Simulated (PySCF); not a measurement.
PySCF input file for SiHCl3, SMILES Cl[SiH](Cl)Cl, TDDFT-LC-ωPBE/def2-SVPD. Geometry optimised at PBE-D3(BJ)/def2-SVP. The isomer is the one that the SMILES or the coordinates give; other isomers of the formula were not compared.

```python
import numpy as np
from pyscf import gto, scf, dft, tdscf

mol = gto.M(
    atom='''
    Si    0.00000000    0.00000000    0.51144262
    Cl   -1.68079311   -0.97040635   -0.17960576
    Cl    0.00000000    1.94081271   -0.17960576
    Cl    1.68079311   -0.97040636   -0.17960576
    H    -0.00000000   -0.00000000    1.99969720
    ''',
    basis='def2-SVPD',
    charge=0,
    spin=0,
    symmetry=True,
    max_memory=1600,
    verbose=4,
)
mf = dft.RKS(mol, xc='lc_wpbe').density_fit(auxbasis='def2-universal-jkfit')
mf.grids.level = 3
mf.conv_tol = 1e-9
mf.max_cycle = 100
mf.kernel()
mf.grids = dft.Grids(mol).set(level=1).build(with_non0tab=True)  # coarser grid for the response kernel
td = tdscf.TDDFT(mf)
td.singlet = True
td.nstates = 10
td.conv_tol = 1e-4
td.positive_eig_threshold = 1e-6
td.kernel(x0=td.get_init_guess(mf, 15))
td.analyze()
tt = tdscf.TDA(mf)
tt.singlet = False
tt.nstates = 4
tt.conv_tol = 1e-4
tt.positive_eig_threshold = 1e-6
tt.kernel(x0=tt.get_init_guess(mf, 9))
tt.analyze(verbose=3)
```

Program output:

```
PySCF version 2.14.0

[INPUT] verbose = 4
[INPUT] num. atoms = 5
[INPUT] num. electrons = 66
[INPUT] charge = 0
[INPUT] spin (= nelec alpha-beta = 2S) = 0
[INPUT] symmetry True subgroup None
[INPUT] Mole.unit = angstrom
[INPUT] Symbol           X                Y                Z      unit          X                Y                Z       unit  Magmom
[INPUT]  1 Si     0.000000000000   0.000000000000   0.511442620000 AA    0.000000000000   0.000000000000   0.966486480230 Bohr   0.0
[INPUT]  2 Cl    -1.680793110000  -0.970406350000  -0.179605760000 AA   -3.176238649956  -1.833802231039  -0.339405696794 Bohr   0.0
[INPUT]  3 Cl     0.000000000000   1.940812710000  -0.179605760000 AA    0.000000000000   3.667604480975  -0.339405696794 Bohr   0.0
[INPUT]  4 Cl     1.680793110000  -0.970406360000  -0.179605760000 AA    3.176238649956  -1.833802249936  -0.339405696794 Bohr   0.0
[INPUT]  5 H      0.000000000000   0.000000000000   1.999697200000 AA    0.000000000000   0.000000000000   3.778880040060 Bohr   0.0

nuclear repulsion = 334.106895449398
point group symmetry = C3v, use subgroup Cs
symmetry origin: [0.00000000e+00 5.38289951e-17 3.43586565e-09]
symmetry axis x: [ 2.01269650e-09  1.00000000e+00 -1.00095739e-17]
symmetry axis y: [-9.30073903e-19  1.00095739e-17  1.00000000e+00]
symmetry axis z: [ 1.00000000e+00 -2.01269650e-09  9.30073923e-19]
num. orbitals of irrep A' = 69
num. orbitals of irrep A" = 44
number of shells = 47
number of NR pGTOs = 187
number of NR cGTOs = 113
basis = def2-SVPD
ecp = {}


[settings echo left out]
init E= -1670.09051421219
HOMO (A') = -0.401025215997221  LUMO (A') = -0.00948798804901241  gap/eV = 10.65427
cycle= 1 E= -1669.79101851796  delta_E= 0.299  |g|= 0.469  |ddm|= 2.57
HOMO (A") = -0.450561492374426  LUMO (A') = 0.00658157633850909  gap/eV = 12.43950
cycle= 2 E= -1669.82510213534  delta_E= -0.0341  |g|= 0.372  |ddm|= 1.26
HOMO (A") = -0.453795057034845  LUMO (A') = 0.0497262397922378  gap/eV = 13.70151
cycle= 3 E= -1669.86413142826  delta_E= -0.039  |g|= 0.018  |ddm|= 0.524
HOMO (A") = -0.452486188014961  LUMO (A') = 0.0542750636439222  gap/eV = 13.78968
cycle= 4 E= -1669.86434128466  delta_E= -0.00021  |g|= 0.00447  |ddm|= 0.0711
HOMO (A") = -0.452563128820629  LUMO (A') = 0.0542900240696396  gap/eV = 13.79218
cycle= 5 E= -1669.86435557297  delta_E= -1.43e-05  |g|= 0.00104  |ddm|= 0.017
HOMO (A") = -0.452632816346669  LUMO (A') = 0.0541960074721213  gap/eV = 13.79151
cycle= 6 E= -1669.86435632299  delta_E= -7.5e-07  |g|= 0.000346  |ddm|= 0.00288
HOMO (A") = -0.45263240329442  LUMO (A') = 0.0542084374648719  gap/eV = 13.79184
cycle= 7 E= -1669.86435641584  delta_E= -9.29e-08  |g|= 7.94e-05  |ddm|= 0.000995
HOMO (A") = -0.452643938452345  LUMO (A') = 0.0542067046001389  gap/eV = 13.79211
cycle= 8 E= -1669.86435642208  delta_E= -6.24e-09  |g|= 1.31e-05  |ddm|= 0.000303
HOMO (A") = -0.452640954359762  LUMO (A') = 0.054208591073444  gap/eV = 13.79208
cycle= 9 E= -1669.8643564222  delta_E= -1.21e-10  |g|= 3.69e-06  |ddm|= 5.06e-05
HOMO (A") = -0.452642019347531  LUMO (A') = 0.0542077835567203  gap/eV = 13.79209
Extra cycle  E= -1669.86435642221  delta_E= -6.59e-12  |g|= 1.53e-06  |ddm|= 8.3e-06
converged SCF energy = -1669.86435642221
tot grids = 27832
Overwritten attributes  positive_eig_threshold  of <class 'pyscf.tdscf.rks.TDDFT'>


******** <class 'pyscf.tdscf.rks.TDDFT'> for <class 'pyscf.df.df_jk.DFSymAdaptedRKS'> ********
nstates = 10 singlet
deg_eia_thresh = 1.000e-03
wfnsym = None
conv_tol = 0.0001
eigh lindep = 1e-12
eigh level_shift = 0
eigh max_cycle = 100


Excitation energies (eV)
[8.02512495 8.30820515 8.308341   8.3475301  8.68698243 8.6870483
 8.99510942 8.99513699 9.15541044 9.15895   ]

** Singlet excitation energies and oscillator strengths **
Excited State   1:   A"      8.02512 eV    154.50 nm  f=0.0000
      28 -> 36       -0.11659
      29 -> 37        0.11662
      33 -> 34        0.63286
      33 -> 38       -0.14775
Excited State   2:  ???      8.30821 eV    149.23 nm  f=0.0116
      31 -> 34       -0.54290
      31 -> 38        0.12324
      32 -> 37       -0.32436
Excited State   3:  ???      8.30834 eV    149.23 nm  f=0.0116
      30 -> 34       -0.54290
      30 -> 38        0.12322
      32 -> 36       -0.32445
Excited State   4:   A'      8.34753 eV    148.53 nm  f=0.0564
      30 -> 36       -0.12588
      31 -> 37       -0.12586
      32 -> 34       -0.62024
      32 -> 35        0.13364
      32 -> 38        0.14917
Excited State   5:  ???      8.68698 eV    142.72 nm  f=0.0309
      29 -> 34        0.43380
      30 -> 37        0.14936
      31 -> 36        0.14983
      32 -> 36        0.10308
      33 -> 37        0.42808
      33 -> 40        0.10276
Excited State   6:  ???      8.68705 eV    142.72 nm  f=0.0309
      28 -> 34        0.43383
      30 -> 36        0.14980
      31 -> 37       -0.15006
      32 -> 37        0.10299
      33 -> 36       -0.42814
      33 -> 39        0.10274
Excited State   7:  ???      8.99511 eV    137.84 nm  f=0.0777
      28 -> 34        0.19228
      28 -> 37       -0.15440
      29 -> 36        0.15407
      31 -> 34        0.25147
      32 -> 37       -0.50572
      32 -> 40       -0.16172
Excited State   8:  ???      8.99514 eV    137.83 nm  f=0.0777
      28 -> 36       -0.15409
      29 -> 34       -0.19231
      29 -> 37       -0.15365
      30 -> 34       -0.25149
      32 -> 36        0.50580
      32 -> 39       -0.16171
Excited State   9:  ???      9.15541 eV    135.42 nm  f=0.0000
      30 -> 37       -0.43956
      30 -> 40       -0.16040
      31 -> 36        0.43662
      31 -> 39       -0.15939
Excited State  10:  ???      9.15895 eV    135.37 nm  f=0.0180
      29 -> 34        0.19818
      30 -> 37        0.29432
      30 -> 43        0.10133
      31 -> 36        0.29880
      31 -> 39       -0.10052
      33 -> 37       -0.41219
      33 -> 40       -0.14833

** Transition electric dipole moments (AU) **
state          X           Y           Z        Dip. S.      Osc.
  1         0.0001     -0.0000      0.0000      0.0000      0.0000
  2         0.0000     -0.2385     -0.0000      0.0569      0.0116
  3        -0.2385      0.0000      0.0000      0.0569      0.0116
  4        -0.0000      0.0000     -0.5250      0.2756      0.0564
  5         0.3808      0.0000      0.0000      0.1450      0.0309
  6         0.0000      0.3810      0.0000      0.1451      0.0309
  7        -0.0000      0.5937     -0.0001      0.3524      0.0777
  8        -0.5937     -0.0000     -0.0000      0.3525      0.0777
  9         0.0014      0.0000      0.0000      0.0000      0.0000
 10        -0.2828      0.0000      0.0000      0.0800      0.0180

** Transition velocity dipole moments (imaginary part, AU) **
state          X           Y           Z        Dip. S.      Osc.
  1         0.0000     -0.0000     -0.0000      0.0000      0.0000
  2         0.0000     -0.0736     -0.0000      0.0054      0.0118
  3        -0.0736     -0.0000     -0.0000      0.0054      0.0118
  4         0.0000      0.0000     -0.1632      0.0266      0.0579
  5         0.1218     -0.0000     -0.0000      0.0148      0.0310
  6         0.0000      0.1218      0.0000      0.0148      0.0310
  7         0.0000      0.2016     -0.0000      0.0406      0.0820
  8        -0.2016     -0.0000      0.0000      0.0407      0.0820
  9         0.0005      0.0000     -0.0000      0.0000      0.0000
 10        -0.0960     -0.0000     -0.0000      0.0092      0.0182

** Transition magnetic dipole moments (imaginary part, AU) **
state          X           Y           Z
  1         0.0000      0.0002     -0.0495
  2         0.6529     -0.0000     -0.0000
  3         0.0000     -0.6527     -0.0002
  4         0.0001      0.0000     -0.0000
  5         0.0000      0.0731     -0.0001
  6        -0.0730     -0.0000     -0.0000
  7         1.2821     -0.0000     -0.0000
  8        -0.0000      1.2821     -0.0000
  9         0.0000     -0.0035     -0.3219
 10         0.0000      0.6888     -0.0012
Overwritten attributes  positive_eig_threshold  of <class 'pyscf.tdscf.rks.TDA'>


******** <class 'pyscf.tdscf.rks.TDA'> for <class 'pyscf.df.df_jk.DFSymAdaptedRKS'> ********
nstates = 4 triplet
deg_eia_thresh = 1.000e-03
wfnsym = None
conv_tol = 0.0001
eigh lindep = 1e-12
eigh level_shift = 0
eigh max_cycle = 100


Excitation energies (eV)
[7.46496419 7.64134492 7.6637275  7.66377225]

** Triplet excitation energies and oscillator strengths **
Excited State   1:   A"      7.46496 eV    166.09 nm  f=0.0000
Excited State   2:   A'      7.64134 eV    162.25 nm  f=0.0000
Excited State   3:   A"      7.66373 eV    161.78 nm  f=0.0000
Excited State   4:   A'      7.66377 eV    161.78 nm  f=0.0000
```

Self-consistency was reached.
